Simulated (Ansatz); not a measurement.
Total energies of (ZnSe)2 ring (Zn₂Se₂) from Ansatz at r2SCAN-D4/def2-TZVP, gas phase (1 Eh = 27.2114 eV = 2625.5 kJ/mol). The reference geometry is relaxed at r2SCAN-D4/def2-SVP.

```xyz
4

Zn    1.133    0.416    0.071
Se    0.680   -1.884    0.191
Zn   -1.133   -0.416   -0.071
Se   -0.680    1.884   -0.191
```

```
                 state   geometry  energy (Eh)
      charge 0 singlet  reference  -8361.96276
      charge 1 doublet  reference  -8361.66245
free Zn atom (singlet)          –  -1779.37409
free Se atom (triplet)          –  -2401.47526
```

Problem. Work out the vertical ionisation energy to the doublet.

Solution. E(charge 1 doublet) − E(charge 0 singlet) = -8361.66245 − (-8361.96276) = 0.30031 Eh = 8.17 eV. For comparison, −ε of the highest occupied level is 5.66 eV at this level, 2.51 eV less.

Problem. What is the binding energy per atom against free atoms?

Solution. Atoms: 2 × (-1779.37409) + 2 × (-2401.47526) = -8361.69870 Eh. Binding: -8361.69870 − (-8361.96276) = 0.26406 Eh = 7.19 eV, or 1.80 eV for each of 4 atoms (no zero-point energy, no counterpoise term).
